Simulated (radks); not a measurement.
Values are calculated unless marked as measured or tabulated.
The oxygen anion O2-, [Ne], held by a Watson sphere: a shell of charge +2 at radius R that stands for the Madelung well of a crystal (potential energy -2/R inside, -2/r outside, in hartree with lengths in bohr). Code: a radial shooting solver on a logarithmic mesh with Libxc functionals. Model: non-relativistic Kohn-Sham, r2SCAN, spin-polarised, spherical densities, point nucleus; meta-GGA in the generalised Kohn-Sham scheme.

| R (bohr) | e(1s) (eV) | e(2s) (eV) | e(2p) (eV) | <r> 2p (bohr) | sum of <r^2> (bohr^2) | X-ray form factor at sin(theta)/lambda = 0.1 1/angstrom |
|---|---|---|---|---|---|---|
| 2.24 | -513.43 | -22.295 | -7.194 | 1.533 | 22.87 | 8.559 |
| 2.27 | -513.41 | -22.177 | -7.093 | 1.539 | 23.07 | 8.550 |
| 2.52 | -513.18 | -21.279 | -6.306 | 1.591 | 24.74 | 8.474 |
| 2.68 | -513.01 | -20.781 | -5.853 | 1.623 | 25.81 | 8.428 |
| 3 | -512.65 | -19.933 | -5.052 | 1.683 | 27.98 | 8.342 |
| 3.14 | -512.49 | -19.616 | -4.743 | 1.709 | 28.95 | 8.307 |
| 3.36 | -512.26 | -19.175 | -4.302 | 1.747 | 30.50 | 8.254 |
| 3.45 | -512.16 | -19.012 | -4.136 | 1.763 | 31.15 | 8.233 |
| 3.52 | -512.09 | -18.891 | -4.012 | 1.775 | 31.67 | 8.217 |
